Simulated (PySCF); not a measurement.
Vibration and rotation of GeO⁺

UHF-CCSD(T) constants of GeO⁺, ²Π (doublet), unpaired electrons π ↑ (Ge pcseg-1, O pcseg-1; no relativity (PySCF 2.14); masses 73.9212 and 15.9949 u):

```
ωe            : 687.7 cm⁻¹
ωexe          : 2.99 cm⁻¹
Be            : 0.38463 cm⁻¹
αe            : 0.00260 cm⁻¹
De to Ge⁺ + O : 3.09 eV
```

**Question.** What force constant and bond length do these constants imply?

**Answer.** Reduced mass μred = 13.150 u; k = 5.8918×10⁻⁷·μred·ωe² (u, cm⁻¹, mdyn/Å) = 3.66 mdyn/Å; Re = √(16.8576/(μred·Be)) (u, cm⁻¹, Å) = 1.826 Å.

**Question.** Estimate the centrifugal constant D from the Kratzer relation and find the Dunham coefficient a1.

**Answer.** D = 4Be³/ωe² = 4.81e-07 cm⁻¹; a1 = −1 − αeωe/(6Be²) = -3.01.

Correlated steps freeze 10 core orbitals. Correlated levels converge slowly with the basis: in double zeta they bind strong bonds too weakly, by up to about 1 eV, and carry superposition errors of some tenths. Spin–orbit coupling is left out. For an ion De counts to the pair picked by the measured ionisation energies or electron affinities, which need not be the lowest pair at this level. The state was picked by a PBE0 search and need not be the measured ground state.
